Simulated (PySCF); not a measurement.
CH5MoNO2, multiplicity 1. Atoms are numbered in the order given.

```xyz
10

Mo     0.1045    -0.0464     0.0000
O      1.0296     0.0297    -1.4145
O      1.0296     0.0297     1.4145
N     -1.1219    -1.5406     0.0000
H     -1.3752    -2.0654    -0.8370
H     -1.3752    -2.0654     0.8370
C     -1.0731     1.7175     0.0000
H     -0.4081     2.5958     0.0000
H     -1.7058     1.7434     0.9014
H     -1.7058     1.7434    -0.9014
```
Charge 0, spin multiplicity 1.

Coordinates come from a B3LYP-D3(BJ)/def2-SVP optimisation. The spin state was assumed, not searched. The structure was generated by enumeration; whether it is a known compound was not checked. The def2 effective core potentials stand for the cores of Mo; spin–orbit coupling is left out. One conformer was computed; it need not be the lowest.

Computed with HF/def2-TZVP (PySCF).

ESP charges are fitted to the potential on shells at 1.4 to 2.0 van der Waals radii. Atomic charges (e):

```csv
atom,Mulliken,ESP fit
Mo1,1.97,?
O2,-0.72,-0.62
O3,-0.72,-0.62
N4,-0.94,-1.19
H5,0.29,0.45
H6,0.29,0.45
C7,-0.59,?
H8,0.15,?
H9,0.14,?
H10,0.14,?
```

### Question
Some entries are withheld; supply them. (Estimate from the structure and the level; the computed values follow.)

### Answer

- Mo1, ESP fit: 1.73
- C7, ESP fit: -0.78
- H8, ESP fit: 0.19
- H9, ESP fit: 0.19
- H10, ESP fit: 0.19
